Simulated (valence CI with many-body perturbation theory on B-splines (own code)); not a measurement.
Values are calculated unless marked as measured or tabulated.
**Dy XXVI: what the settings do**

Method: valence CI with perturbative core correlation (CI+MBPT): five valence electrons over a frozen Dirac-Fock core [Kr], a basis of 6 s, 6 p, 5 d, 5 f, 1 g functions for each j, with the one-electron correlation potential Σ1, the two-electron term Σ2, the three-electron term Σ3, Breit, model QED; selected CI, second order for the rest, scaled by the run's own slope (own B-spline code, finite nucleus).

No measured spectrum was set against this ion. As an estimate, terms of the open shell hold to 2 to 4 % of their energy, and close levels can change places. Among the levels kept, up to 280 cm⁻¹ of a level comes from second order outside the variational space, and about a tenth of that is noise between levels of different J, which matters for small intervals. Only levels of the ground parity were solved; by the run's estimate the other parity begins above the list, which can be wrong where configurations are misplaced.

The reference run has the lowest level (4d3/2^4 4d5/2) J=5/2 and an ionisation energy of 872.545 eV. Its largest variational space holds 10000 state functions.

Levels are named by their leading jj configuration (3d3/2^4 stands for four electrons in 3d with j = 3/2), which in mixed levels can hold well under half, so a name can repeat and another be missing. Letters in brackets count levels of one name in rising energy.

Changed runs:
A. correlating orbitals by l 3 3 3 3 1 → 4 4 3 0 0; box radius (bohr) 5.7434 → 3.69
B. scale of Σ2 1 → 0.5
C. size limit of the variational space 10000 → 1500
D. start configuration 4d5 → 4d6 (bad on purpose)

Excitation energies of the reference run in cm⁻¹, and shifts in cm⁻¹:

| Level | Reference | A | B | C |
| --- | --- | --- | --- | --- |
| (4d3/2^3 4d5/2^2) J=5/2 [a] | 48613 | +255 | +447 | +120 |
| (4d3/2^3 4d5/2^2) J=7/2 [a] | 78212 | +773 | +1277 | +238 |
| (4d3/2^3 4d5/2^2) J=3/2 [a] | 81088 | +801 | +455 | +122 |
| (4d3/2^3 4d5/2^2) J=11/2 | 84126 | +632 | +2017 | +40 |
| (4d3/2^3 4d5/2^2) J=9/2 | 91948 | +885 | +1766 | +312 |
| (4d3/2^3 4d5/2^2) J=5/2 [b] | 95140 | +896 | +1114 | +197 |
| (4d3/2^3 4d5/2^2) J=1/2 | 100246 | +983 | +198 | -226 |
| (4d3/2^3 4d5/2^2) J=7/2 [b] | 111800 | +1415 | +1821 | +282 |
| (4d3/2^2 4d5/2^3) J=5/2 [a] | 126387 | +795 | +291 | +203 |
| (4d3/2^3 4d5/2^2) J=3/2 [b] | 138335 | +1478 | +154 | +192 |
| (4d3/2^2 4d5/2^3) J=7/2 [a] | 139439 | +860 | +1203 | +252 |
| (4d3/2^2 4d5/2^3) J=11/2 | 143700 | +585 | +2216 | +338 |
| Ionisation energy (eV) | 872.545 | -0.126 | -1.437 | -0.046 |

Run D: It gave no result: the electrons of core and valence do not add up to the charge. The program said: "core and valence hold 42 electrons, the ion has 41".
